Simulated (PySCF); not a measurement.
A side-by-side comparison of computed properties.

First species: C6H8AsN.
SMILES: `[AsH2]Cc1ccncc1`

Second species: C₃H₁₀OSi.
Z-matrix (Å and degrees, PBE0-D3(BJ)/def2-SVP geometry), rows numbered from 1:
```
C 
O   1  1.3930
C   2  1.4030  1  113.86
Si  3  1.8978  2  107.41  1  -179.76
C   4  1.8753  3  109.31  2    55.98
H   1  1.1086  2  111.92  3   -60.60
H   1  1.1088  2  111.90  3    60.50
H   1  1.0994  2  108.04  3   179.96
H   3  1.1109  2  111.57  1    58.65
H   3  1.1122  2  111.26  1   -59.53
H   4  1.4957  3  109.04  2   -64.99
H   4  1.4988  3  108.25  2   177.51
H   5  1.1010  4  110.80  3    62.82
H   5  1.1006  4  109.09  3   -56.07
H   5  1.1004  4  111.83  3  -176.28
```

Levels: wB97X-D/def2-SVPD for dipole moment, HOMO energy, LUMO energy, HOMO–LUMO gap, static isotropic polarisability and electronic spatial extent ⟨r²⟩ about the centre of nuclear charge; TDDFT wB97X-D/def2-SVPD for lowest singlet excitation; TDA wB97X-D/def2-SVPD for lowest triplet excitation (Tamm–Dancoff); ΔSCF wB97X-D/def2-SVPD for vertical ionisation energy; PBE0-D3(BJ)/def2-SVP for rotational constant A and rotational constant C. Geometries: PBE0-D3(BJ)/def2-SVP. Each species is one conformer at its optimised geometry, gas phase, non-relativistic unless stated; the electronic structure was computed with PySCF and density fitting.

The conformers computed, where there is a choice (atom-mapped SMILES and torsion angles):
- `[AsH2:1][CH2:2][c:3]1[cH:4][cH:5][n:6][cH:7][cH:8]1`: As1–C2–C3–C4 91°, H–As1–C2–C3 45°, H–As1–C2–C3 -47°
- `[CH3:1][O:2][CH2:3][SiH2:4][CH3:5]`: C1–O2–C3–Si4 180°, O2–C3–Si4–C5 56°

(1) Which of the two has the higher ⟨r²⟩, and by how much?

(2) Which of the two has the higher static isotropic polarisability, and by how much?

(3) Which of the two has the higher S1 energy, and by how much?

(4) Which has the higher vertical ionisation energy?

(5) Which has the higher HOMO energy?

(6) Which of the two has the higher LUMO energy, and by how much?

(7) Which has the higher rotational constant A?

(8) Which of the two has the higher HOMO–LUMO gap, and by how much?

Results:

(1) The first: 1735 bohr² against 772 bohr², a difference of 963 bohr².

(2) The first: 107.9 au against 71.3 au, a difference of 36.6 au.

(3) The second: 7.36 eV against 5.08 eV, a difference of 2.28 eV.

(4) The second: 9.89 eV against 9.07 eV, a difference of 0.82 eV.

(5) The first: -8.93 eV against -9.51 eV, a difference of 0.58 eV.

(6) The second: 2.27 eV against 0.72 eV, a difference of 1.55 eV.

(7) The second: 8.065 GHz against 3.964 GHz, a difference of 4.101 GHz.

(8) The second: 11.78 eV against 9.65 eV, a difference of 2.13 eV.

On the first: The dipole equals about 7.6 × 10⁻³⁰ C·m (1 D = 3.33564 × 10⁻³⁰ C·m). S1 lies 4.57 eV below the HOMO–LUMO gap; its leading configuration is HOMO−1→LUMO, weight 0.83. Relativistic effects, spin–orbit coupling among them, are left out although an element past zinc is present.

On the second: The ΔSCF ionisation energy exceeds −ε(HOMO) by 0.38 eV with wB97X-D.
